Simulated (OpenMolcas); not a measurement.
**W I: from RASSCF to RASPT2**

```yaml
Program: OpenMolcas
Basis: ANO-RCC-VTZP [8s7p5d3f2g1h]
Scalar_Hamiltonian: DKH2, point nucleus
Active_space: 6 electrons in 9 orbitals (RAS2 5d 6s; RAS3 6p, at most 2 electrons)
State_averaging: 2S+1 = 5 even, 30 roots; 2S+1 = 7 even, 1 root kept (CI in the orbitals of an earlier block); 2S+1 = 3 even, 83 roots kept (CI in the orbitals of an earlier block, 72 in the spin-orbit step); 2S+1 = 1 even, 44 roots kept (CI in the orbitals of an earlier block); 2S+1 = 5 odd, 48 roots; 2S+1 = 7 odd, 15 roots kept (CI in the orbitals of an earlier block); 2S+1 = 3 odd, 8 roots kept (CI in the orbitals of an earlier block); 2S+1 = 1 odd, 1 root kept (CI in the orbitals of an earlier block, 0 in the spin-orbit step)
Spin-orbit_coupling: RASSI with atomic mean-field integrals over the reference wave functions, term energies averaged over their components
```

Methods on the same reference wave functions:
A. RASSCF
B. SS-RASPT2, IPEA 0.25 Eh, imaginary shift 0.1 Eh (closed shells correlated: 5s 5p)
C. MS-RASPT2, IPEA 0.25 Eh, imaginary shift 0.1 Eh (closed shells correlated: 5s 5p)

Energies in cm⁻¹ above 5d⁴ 6s² ⁵D₀, the measured ground level; measured values from NIST Handbook of Basic Atomic Spectroscopic Data.

| Level | A | B | C | Measured |
| --- | --- | --- | --- | --- |
| 5d⁵ 6s ⁷S₃ | -733 | 1040 | 1066 | 2951 |
| 5d⁴ 6s² ⁵D₀ | 0.0 | 0.0 | 0.0 | 0.0 |
| 5d⁴ 6s² ⁵D₁ | 1350 | 1411 | 1414 | 1670 |
| 5d⁴ 6s² ⁵D₂ | 2891 | 2980 | 2990 | 3326 |
| 5d⁴ 6s² ⁵D₃ | 4355 | 4440 | 4460 | 4830 |
| 5d⁴ 6s² ⁵D₄ | 5730 | 5800 | 5830 | 6219 |
| 5d⁴ 6s² ³P₀ [58 %] | 10756 | 10350 | 10380 | 9258 |
| 5d⁴ 6s 6p ⁷F°₀ | 13438 | 20280 | 20310 |  |
| 5d⁴ 6s 6p ⁷F°₁ | 13965 | 20820 | 20850 |  |
| 5d⁴ 6s² ³P₁ | 14683 | 14310 | 14340 | 13307 |
| 5d⁴ 6s 6p ⁷F°₂ | 14988 | 21880 | 21910 |  |
| 5d⁴ 6s² ³G₃ [52 %] | 15200 | 14810 | 14840 |  |
| 5d⁴ 6s 6p ⁷F°₃ | 16443 | 23360 | 23390 |  |
| 5d⁴ 6s² ³F₂ [68 %] | 16591 | 16320 | 16340 |  |
| 5d⁴ 6s² ³H₅ [62 %] | 16648 | 16290 | 16310 |  |
| 5d⁴ 6s² ³D₃ [53 %] | 17080 | 16540 | 16570 |  |
| 5d⁴ 6s 6p ⁷F°₄ | 18281 | 25190 | 25220 |  |
| 5d⁵ 6s ⁵S₂ [61 %] | 18524 | 18570 | 18600 |  |
| 5d⁴ 6s² ³H₆ | 18609 | 18170 | 18190 |  |
| 5d⁴ 6s² ³F₃ [56 %] | 19222 | 18910 | 18940 |  |
| 5d⁴ 6s² ³D₁ [74 %] | 19755 | 19230 | 19270 |  |
| 5d⁴ 6s 6p ⁷F°₅ | 20534 | 27410 | 27440 |  |
| 5d⁵ 6s ⁵G₃ | 20761 | 20260 | 20280 |  |
| 5d⁵ 6s ⁵G₄ | 20805 | 20230 | 20260 |  |

A puts 5d⁵ 6s ⁷S₃ lowest.

Deviations, from unrounded energies. A percentage is the sum of absolute deviations over the sum of measured energies, with the sign that they share, or ± where signs differ.

```csv
Against measurement,Levels,A,B,C
mean absolute deviation (cm-1),7,1200,780,770
fine structure of the ground term (%),4,-10.7,-8.8,-8.4
other terms of the ground configuration (%),2,+12.7,+9.3,+9.5
other configurations (%),1,-124.8,-64.8,-63.9
```

B, C lie about equally close to measurement and A furthest from it. The largest miss of C in the table is 5d⁵ 6s ⁷S₃, by -1900 cm-1. The ranking rests on the paired levels alone, and a cruder setting can come out closer through cancelling errors.

Between B and C the level of the table that moves most is 5d⁴ 6s² ³D₁ [74 %], by 39 cm-1 (lowest in B, highest in C). Moves below CASPT2's spread within the term are not significant.

The two smallest mean deviations differ by little beside CASPT2's spread within terms, so their order carries little weight.

From A to B the spin-free energies of the other terms of 5d⁴ 6s² shown, above ⁵D, scale by factors of 0.96 to 0.97.

The lowest spin-free term lies below A's lowest term by 0.337 hartree in B, 0.337 hartree in C.

Term energies are means over components that CASPT2 splits; among the terms shown or strongly mixed into the levels shown the widest spread is 1400 cm-1 (5d⁴ 6s² ¹I, C). Some high roots are left out of the spin-orbit mixing, which shifts the levels that they would mix with. Terms from blocks run as CI alone lack orbitals of their own. Configurations are named by rounded mean occupations; where the s occupation lies near a half they are strongly mixed, a name can repeat and a true partner stay unpaired. A single d shell beside an s shell can misplace configurations of different d count against each other. No level of 5d⁵ 6p was computed, though it lies in the active space. Without dynamic correlation excited terms often stand tens of per cent too high (terms of higher spin than the ground term too low), and those without a measured partner can miss by more than the paired ones (holds for A). The lowest computed level is not the ground level that NIST lists (5D0) (holds for A). The CASPT2 spread within a term exceeds the gap to the next term for 5d⁴ 6s² ³H and 5d⁴ 6s² ³G, so the order of their levels is uncertain, and so are names and mixing where such terms share a J (holds for B; C). The lowest spin-free term belongs to 5d⁵ 6s, not to the configuration of the lowest level (holds for B; C). Blocks of more than 70 roots (2S+1 = 3 even) ran without multistate coupling (holds for C). Computed and measured levels are paired by configuration, term and J; levels that our copy of the source lacks, or whose pairing is in doubt (as where it misses far off the trend of its configuration), stay unpaired and out of the deviations. Levels of configurations outside the active space are missing. Levels that lie high or do not pair safely by name in every column are left out.

A share in square brackets marks a mixed level and gives the weight of the term that names it, the lowest over the columns. ° marks odd parity.
